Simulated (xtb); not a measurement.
xtb input (GFN2-xTB):

```bash
xtb mol.xyz --gfn 2 --ohess tight --chrg -1 --uhf 0
```
mol.xyz:
```
9

O      2.02633216     0.02654358     0.02134631
C      0.65293989     0.13676540    -0.01419283
C     -0.22221334     1.17780538    -0.00446958
C     -1.62094088     0.68136571    -0.03831530
C     -1.47350096    -0.63509507    -0.00594539
O     -0.02120335    -1.05206612    -0.01835799
H      2.22074716    -0.89138283     0.02521815
H      0.07758011     2.20579581     0.08671752
H     -2.06893742    -1.52797051    -0.05484062
```

End of the output:

```
optimized geometry written to: xtbopt.xyz

           -------------------------------------------------
          | TOTAL ENERGY              -18.317315207771 Eh   |
          | TOTAL ENTHALPY            -18.254085224216 Eh   |
          | TOTAL FREE ENERGY         -18.288210810642 Eh   |
          | GRADIENT NORM               0.000140470418 Eh/α |
          | HOMO-LUMO GAP               3.135363875566 eV   |
           -------------------------------------------------

------------------------------------------------------------------------
------------------------------------------------------------------------
 total:
 SCF:
 ANC optimizer:
 analytical hessian:
```

It need not be the lowest isomer of its formula. Whether it binds its extra electron was not tested at this geometry.
